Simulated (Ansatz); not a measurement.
Calculated with Ansatz (gas phase, PBE0-D4/def2-TZVP geometries, no zero-point term in ΔE). CCSD(T)/CBS is the MP2 limit (def2-TZVPP, def2-QZVPP) plus CCSD(T) − MP2 in def2-TZVPP, frozen cores. def2 core potentials past Kr. For Te outer-core shells are correlated without core-valence functions, which leaves a few kJ/mol of doubt a bond. Each species was taken in one conformer, which may not be the lowest.

Reaction (redistribution): `O[SiH2][SiH]1CO1` + `OC[SiH2][TeH]` → `[TeH][SiH]1CO1` + `OC[SiH2][SiH2]O`

```
        level  ΔE (kJ/mol)
HF/def2-TZVPP         -7.1
MP2/CBS(def2)         -1.1
```

Question: What does CCSD(T)/CBS give? (Best estimate.)

Answer: Computed: -1.6 kJ/mol. The listed levels differ from it by -5.5, 0.5 kJ/mol.

Largest T1 diagnostic among the species: 0.014.

In def2-TZVPP, CCSD(T) changes the Hartree–Fock value by +6.0 kJ/mol (the triples alone add +1.3 kJ/mol) and MP2 by +6.5 kJ/mol. The D4 term adds +3.1 kJ/mol with B3LYP and +1.6 kJ/mol with PBE0; it sums over pairs of atoms, weighted by their polarisabilities, and B3LYP, whose exchange is more repulsive, gets the larger term.

B3LYP here is the variant with VWN-RPA as its local correlation; programs differ in this.
